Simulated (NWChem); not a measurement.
Molecule: C2H7Si2, doublet; SMILES [SiH]1C[SiH2]C1

```xyz
11

C     -0.2159     0.0447    -1.3663
Si     0.0431     1.3583     0.0000
C     -0.2159     0.0447     1.3663
Si     0.1026    -1.2435     0.0000
H     -1.2616     0.0017    -1.7137
H      0.4461     0.0768    -2.2431
H      1.4683     1.8406     0.0000
H      0.4461     0.0768     2.2431
H     -1.2616     0.0017     1.7137
H      1.5228    -1.7088     0.0000
H     -0.8094    -2.4326     0.0000
```
Atoms are numbered in this order, from 1.

Computed with NWChem. Spin-unrestricted. Medium grid unless said otherwise, to which SCAN and Minnesota functionals are sensitive. In the optimisation the excess spin sits in a' (Cs, its own frame). All runs use the structure optimised with PBE0/def2-SVP, spin-unrestricted. Not confirmed as a minimum by frequencies. No stability test was run on the SCF state. Total energies of different functionals are on different scales.

| level | energy (Ha) | highest occupied level (eV) | lowest empty minus highest occupied level, either spin (eV) | dipole (D) | <S²> |
|---|---|---|---|---|---|
| B3LYP/def2-SVP | -659.1598 | -5.35 | 2.77 | 0.52 | 0.752 |
| PBE/def2-SVP | -658.7027 | -4.55 | 1.45 | 0.53 | 0.752 |
| LC-BLYP (range parameter 0.33 per bohr)/def2-SVP | -658.4423 | -7.70 | 7.30 | 0.47 | 0.752 |
| r2SCAN0/def2-SVP | -659.0089 | -5.90 | 3.91 | 0.50 | 0.753 |
| TPSSh/def2-SVP | -659.1742 | -5.16 | 2.41 | 0.52 | 0.752 |
| M05-2X/def2-SVP | -659.0877 | ? | ? | 0.51 | 0.752 |
| B97-D/def2-SVP | -659.0446 | -4.49 | 1.15 | 0.54 | 0.753 |

**Question.** Some entries are withheld; supply them.

**Answer.** 
- M05-2X/def2-SVP, highest occupied level (eV): -6.54
- M05-2X/def2-SVP, lowest empty minus highest occupied level, either spin (eV): 4.61
